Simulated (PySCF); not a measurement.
CH2NO, doublet, geometry from GFN2-xTB; B3LYP5/6-31G* run with PySCF.

PySCF was given this input:
```python
from pyscf import gto, scf, dft

mol = gto.M(
    atom='''
N    -1.084208    0.034696   -0.003522
C     0.169541   -0.378673    0.005976
O     1.219079    0.204885    0.000415
H    -1.343784    1.022254   -0.018599
H    -1.836633   -0.632171    0.004077
''',
    basis='6-31g*',
    charge=0,
    spin=1,
    verbose=4,
)

mf = dft.UKS(mol)
mf.xc = 'b3lyp5'
mf.kernel()
```

The log (banner, timings and long lists left out):

```
PySCF version 2.14.0

[INPUT] verbose = 4
[INPUT] num. atoms = 5
[INPUT] num. electrons = 23
[INPUT] charge = 0
[INPUT] spin (= nelec alpha-beta = 2S) = 1
[INPUT] symmetry False subgroup None
[INPUT] Mole.unit = angstrom
[INPUT] Symbol           X                Y                Z      unit          X                Y                Z       unit  Magmom
[INPUT]  1 N     -1.084208000000   0.034696000000  -0.003522000000 AA   -2.048856182062   0.065565937618  -0.006655615411 Bohr   0.0
[INPUT]  2 C      0.169541000000  -0.378673000000   0.005976000000 AA    0.320386056885  -0.715588260767   0.011293003320 Bohr   0.0
[INPUT]  3 O      1.219079000000   0.204885000000   0.000415000000 AA    2.303725434209   0.387176537032   0.000784236342 Bohr   0.0
[INPUT]  4 H     -1.343784000000   1.022254000000  -0.018599000000 AA   -2.539383730573   1.931780089741  -0.035147016191 Bohr   0.0
[INPUT]  5 H     -1.836633000000  -0.632171000000   0.004077000000 AA   -3.470733361338  -1.194630053892   0.007704413410 Bohr   0.0

nuclear repulsion = 64.4554378639071
number of shells = 22
number of NR pGTOs = 89
number of NR cGTOs = 46
basis = 6-31g*
ecp = {}

******** <class 'pyscf.dft.uks.UKS'> ********
method = UKS
initial guess = minao
damping factor = 0
level_shift factor = 0
DIIS = <class 'pyscf.scf.diis.CDIIS'>
diis_start_cycle = 1
diis_space = 8
diis_damp = 0
SCF conv_tol = 1e-09
SCF conv_tol_grad = None
SCF max_cycles = 50
direct_scf = True
direct_scf_tol = 1e-13
number electrons alpha = 12  beta = 11
XC library pyscf.dft.libxc version 7.1.2
    S. Lehtola, C. Steigemann, M. J. T. Oliveira, and M. A. L. Marques,  SoftwareX 7, 1–5 (2018)
XC functionals = b3lyp5
    P. A. M. Dirac,  Math. Proc. Cambridge Philos. Soc. 26, 376 (1930)
    F. Bloch,  Z. Phys. 57, 545 (1929)
    A. D. Becke,  Phys. Rev. A 38, 3098 (1988)
    C. Lee, W. Yang, and R. G. Parr,  Phys. Rev. B 37, 785 (1988)
    B. Miehlich, A. Savin, H. Stoll, and H. Preuss,  Chem. Phys. Lett. 157, 200 (1989)
    S. H. Vosko, L. Wilk, and M. Nusair,  Can. J. Phys. 58, 1200 (1980)
radial grids:
    Treutler-Ahlrichs [JCP 102, 346 (1995); DOI:10.1063/1.469408] (M4) radial grids

becke partition: Becke, JCP 88, 2547 (1988); DOI:10.1063/1.454033
pruning grids: <function nwchem_prune>
grids dens level: 3
symmetrized grids: False
atomic radii adjust function: <function treutler_atomic_radii_adjust>
small_rho_cutoff = 0
Set gradient conv threshold to 3.16228e-05
tot grids = 61720
init E= -169.538403962711

cycle= 1 E= -169.017710419853  delta_E= 0.521  |g|= 0.543  |ddm|= 1.77
cycle= 2 E= -168.326422268825  delta_E= 0.691  |g|= 1.38  |ddm|= 1.92
cycle= 3 E= -169.135494869661  delta_E= -0.809  |g|= 0.121  |ddm|= 1.56
cycle= 4 E= -169.140473722187  delta_E= -0.00498  |g|= 0.0651  |ddm|= 0.142
cycle= 5 E= -169.142149735687  delta_E= -0.00168  |g|= 0.0156  |ddm|= 0.0554
cycle= 6 E= -169.142265929916  delta_E= -0.000116  |g|= 0.00397  |ddm|= 0.017
cycle= 7 E= -169.142275219039  delta_E= -9.29e-06  |g|= 0.0011  |ddm|= 0.00747
cycle= 8 E= -169.142276317524  delta_E= -1.1e-06  |g|= 0.000262  |ddm|= 0.00247
cycle= 9 E= -169.142276414208  delta_E= -9.67e-08  |g|= 8.21e-05  |ddm|= 0.000626
cycle= 10 E= -169.142276427832  delta_E= -1.36e-08  |g|= 2.32e-05  |ddm|= 0.000261
cycle= 11 E= -169.142276428712  delta_E= -8.8e-10  |g|= 1.3e-05  |ddm|= 7.32e-05
Extra cycle  E= -169.142276428533  delta_E= 1.79e-10  |g|= 2.69e-05  |ddm|= 3.12e-05
converged SCF energy = -169.142276428533  <S^2> = 0.75272849  2S+1 = 2.0027266
```
